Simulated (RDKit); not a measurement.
A run for RDKit: UFF on H2INTe (SMILES N[Te]I), a point of a torsion scan.

```python
from rdkit import Chem
from rdkit.Chem import AllChem, rdDetermineBonds

blocks = [
'''5

N    -1.07233225    0.19664147   -0.19180961
Te    0.78659201    0.99716493   -0.30371654
I     0.25895708    2.29388421   -2.58551550
H    -1.16158974   -0.70060709   -0.64852317
H    -1.39450022    0.11309670    0.75832574
''',
]
mol = None
for b in blocks:
    f = Chem.MolFromXYZBlock(b)
    rdDetermineBonds.DetermineBonds(f, charge=0)
    mol = f if mol is None else Chem.CombineMols(mol, f)
Chem.SanitizeMol(mol)
print(Chem.MolToSmiles(Chem.RemoveHs(mol)))
ff = AllChem.UFFGetMoleculeForceField(mol, vdwThresh=100.0, ignoreInterfragInteractions=False)
e = ff.CalcEnergy()
print(f'UFF energy {e:.6f} kcal/mol')
```

Program output:

```
N[Te]I
UFF energy 4.545460 kcal/mol
```

The run finished.

Cost: very roughly 0.010 core-seconds.
